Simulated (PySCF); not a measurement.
C3H6GaNO, SMILES [CH3][Ga]([CH3])[N]=C=O.

Coordinates come from a PBE0-D3(BJ)/def2-SVP optimisation. Other conformers were not sampled.

Two levels are set side by side: PBE/def2-TZVP (PySCF) and r2SCAN/def2-TZVP (PySCF). Same geometry, gas phase. Differences are taken from unrounded values.

```
quantity                     r2SCAN    PBE  PBE minus r2SCAN
---------------------------  ------  -----  ----------------
orbital gap (eV)               5.02   4.49             -0.54
highest occupied level (eV)   -6.62  -6.34              0.27
lowest empty level (eV)       -1.60  -1.86             -0.26
dipole moment (D)              3.87   3.79             -0.08
mean polarisability (bohr³)    72.5   74.9               2.4
```

Rough cost on one machine, each run with all the roots and properties that it gave: r2SCAN against PBE about 4 times.
